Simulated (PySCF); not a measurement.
**Electron correlation in Mo (molybdenum, neutral)**

[Kr] 4d4 5s2, high-spin 5D determinant (an excited configuration). Calculation: PySCF 2.14, in x2c-TZVPPall; the spin-free X2C one-electron Hamiltonian (Gaussian nucleus). Frozen: [Ar] 3d10; 14 electrons correlated.

```tsv
level	correlation energy (mhartree)
CCSD	-381.59
(T)	-14.65
CCSD(T)	-396.24
```

Diagnostics: T1 = 0.025, D1 = 0.1233, largest double amplitude 0.080.

Q: Is a single reference adequate?

A: Mostly. T1 lies below 0.03, but a double amplitude of this size points to a near-degeneracy that CCSD handles and MP2 describes poorly.

This basis was not built for core-valence correlation, so the inner-shell part is incomplete.
